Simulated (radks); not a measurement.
Species: Cu V. Configuration: [Ar] 3d5 4d2 (not the ground configuration). Method: Dirac Kohn-Sham, PW91, spin-unpolarised, spherical densities, point nucleus; open shells are shared between the two j in proportion to 2j + 1; computed with a radial shooting solver on a logarithmic mesh with Libxc functionals.

Unscreened Slater integrals over Kohn-Sham orbitals (cm^-1). Large and small components are both included. Empty in this configuration: 4s1/2.

| integral | value |
|---|---|
| F0(4d5/2,4d5/2) | 81420 |
| F2(4d5/2,4d5/2) | 42695 |
| F4(4d5/2,4d5/2) | 28782 |
| F0(4d5/2,4d3/2) | 81493 |
| F2(4d5/2,4d3/2) | 42733 |
| G2(4d5/2,4d3/2) | 42727 |
| G4(4d5/2,4d3/2) | 28803 |
| F0(4d5/2,3d5/2) | 107580 |
| F2(4d5/2,3d5/2) | 22397 |
| F4(4d5/2,3d5/2) | 10185 |
| G0(4d5/2,3d5/2) | 8363.2 |
| G2(4d5/2,3d5/2) | 9105.1 |
| G4(4d5/2,3d5/2) | 6772.6 |
| F0(4d5/2,3d3/2) | 107630 |
| F2(4d5/2,3d3/2) | 22343 |
| G2(4d5/2,3d3/2) | 9095.0 |
| G4(4d5/2,3d3/2) | 6759.5 |
| F0(4d5/2,4s1/2) | 92261 |
| G2(4d5/2,4s1/2) | 39101 |
| F0(4d3/2,4d3/2) | 81568 |
| F2(4d3/2,4d3/2) | 42771 |
| F0(4d3/2,3d5/2) | 107740 |
| F2(4d3/2,3d5/2) | 22447 |
| G2(4d3/2,3d5/2) | 9083.2 |
| G4(4d3/2,3d5/2) | 6761.9 |
| F0(4d3/2,3d3/2) | 107790 |
| F2(4d3/2,3d3/2) | 22392 |
| G0(4d3/2,3d3/2) | 8369.4 |
| G2(4d3/2,3d3/2) | 9100.4 |
| F0(4d3/2,4s1/2) | 92382 |
| G2(4d3/2,4s1/2) | 39286 |
| F0(3d5/2,3d5/2) | 271930 |
| F2(3d5/2,3d5/2) | 131280 |
| F4(3d5/2,3d5/2) | 82824 |
| F0(3d5/2,3d3/2) | 272450 |
| F2(3d5/2,3d3/2) | 131490 |
| G2(3d5/2,3d3/2) | 131320 |
| G4(3d5/2,3d3/2) | 82849 |
| F0(3d5/2,4s1/2) | 139950 |
| G2(3d5/2,4s1/2) | 14171 |
| F0(3d3/2,3d3/2) | 272960 |
| F2(3d3/2,3d3/2) | 131700 |
| F0(3d3/2,4s1/2) | 140020 |
| G2(3d3/2,4s1/2) | 14087 |
| F0(4s1/2,4s1/2) | 111480 |
